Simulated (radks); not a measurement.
Cd VI, 43 electrons, occupied as [Kr] 4d7 (the NIST ground configuration). Method: scalar-relativistic Kohn-Sham, r2SCAN, spin-polarised, spherical densities, finite nucleus; open shells are filled with parallel spins first (spin-orbit coupling, left out, can overturn this in heavy ions); meta-GGA in the generalised Kohn-Sham scheme; Fermi nuclear charge, rms radius 4.6087 fm; computed with a radial shooting solver on a logarithmic mesh with Libxc functionals.

Unscreened Slater integrals over Kohn-Sham orbitals (hartree). They are taken over the spin-up orbitals.

integral,value
"F0(4d,4d)",0.81490
"F2(4d,4d)",0.41669
"F4(4d,4d)",0.27678
"F0(4d,4p)",0.87875
"F2(4d,4p)",0.44793
"G1(4d,4p)",0.56834
"G3(4d,4p)",0.35191
"F0(4d,4s)",0.90421
"G2(4d,4s)",0.42901
"F0(4p,4p)",0.96138
"F2(4p,4p)",0.50790
"F0(4p,4s)",0.99544
"G1(4p,4s)",0.67971
"F0(4s,4s)",1.0341

Derived for the open shells (J is the average intra-shell exchange parameter used in DFT+U). 4d: Racah B = F2/49 - 5 F4/441 = 0.005366 hartree, C = 35 F4/441 = 0.02197 hartree, C/B = 4.09, F4/F2 = 0.664, J = (F2 + F4)/14 = 0.04953 hartree.
